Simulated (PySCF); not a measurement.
# Spinor energies of Sr²¹⁺ (strontium, charge +21)

Start: [Ne] 3s2 3p5; 3p1/2 filled at m_j = -1/2, +1/2; 3p3/2 filled at m_j = -1/2, +1/2, +3/2. Calculated with PySCF 2.14 in an uncontracted even-tempered set (19 s from 2.5 bohr⁻², ratio 2.4; 14 p from 3.2 bohr⁻², ratio 2.4; 5 d from 15 bohr⁻², ratio 2.6; 4 f from 22 bohr⁻², ratio 2.6): generalised Hartree-Fock with the X2C-1e Hamiltonian and a Gaussian nucleus; one run each with spin-orbit coupling (SO) switched off, then screened by Boettger's factors.

```
spinor shell  electrons  ε, spin-free (eV)  ε, screened SO (eV)  weight of nominal j (screened SO)  rms radius, screened SO (bohr)
       1s1/2          2           -17065.4             -17064.5                              1.000                          0.0451
       2s1/2          2            -3112.6              -3112.1                              1.000                           0.184
       2p1/2          2            -2858.0              -2906.5                              1.000                           0.161
       3s1/2          2            -1076.0              -1075.9                              1.000                           0.465
       3p1/2          2            -990.32              -1000.2                              0.978                           0.455
       3p3/2          3            -990.32              -985.46                              0.985                           0.462
```

Task: Where does 2p3/2 lie, and what is the 2p spin-orbit splitting (screened SO)?

Result: At -2834.5 eV, 72.015 eV above 2p1/2.

```json
{"quantity": "E (hartree)", "spin-free": "-2914.65939", "screened SO": "-2915.08675"}
{"quantity": "M_J", "spin-free": "3/2", "screened SO": "3/2"}
{"quantity": "⟨J²⟩", "spin-free": "3.751", "screened SO": "3.751"}
{"quantity": "⟨L²⟩", "spin-free": "2.001", "screened SO": "2.004"}
{"quantity": "⟨S²⟩", "spin-free": "0.750", "screened SO": "0.753"}
```

Each row is a mean over spinors that exchange with the open shell spreads, by up to 12.419 eV (3s1/2).

Breit and QED terms are absent; they matter most for the inner s and p1/2 levels.

Densities and radii are taken from the X2C orbitals without a picture-change correction, which distorts them close to the nucleus.

Without spin-orbit coupling the j labels of p, d and f shells carry no meaning; the spin-free column gives the mean over the occupied spinors of each nl shell.
